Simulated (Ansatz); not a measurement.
Start from `[CH3][Ga]([NH2])[OH]` and change one atom or group to get `C[O][Ga]([CH3])[NH2]`.

Ansatz, PBE0-D4/def2-TZVP geometries, multiplicity 1. Each molecule was computed in one conformer, which needn't be the lowest.

Scalar relativity is left out up to krypton.

```tsv
property	`[CH3][Ga]([NH2])[OH]`
HOMO–LUMO gap (B3LYP/def2-TZVPP) / eV	6.67
HOMO energy (ωB97M-V/def2-TZVPP) / eV	-9.49
size of the dipole moment (ωB97M-V/def2-TZVPP) / D	1.84
LUMO energy (PBE/def2-TZVPP) / eV	-0.66
HOMO energy (PBE/def2-TZVPP) / eV	-5.67
LUMO energy (PBE0/def2-TZVPP) / eV	0.19
```

**Question.** Give the same properties after the change, and the shifts. (Best estimate.)

**Answer.** Computed: 
```csv
property,`C[O][Ga]([CH3])[NH2]`,shift
HOMO–LUMO gap (B3LYP/def2-TZVPP) / eV,6.76,0.09
HOMO energy (ωB97M-V/def2-TZVPP) / eV,-9.53,-0.04
size of the dipole moment (ωB97M-V/def2-TZVPP) / D,1.80,-0.04
LUMO energy (PBE/def2-TZVPP) / eV,-0.64,0.02
HOMO energy (PBE/def2-TZVPP) / eV,-5.66,0.01
LUMO energy (PBE0/def2-TZVPP) / eV,0.21,0.02
```

Dipoles are sizes alone; their direction can turn.

B3LYP here is the variant with VWN-RPA as its local correlation; programs differ in this.
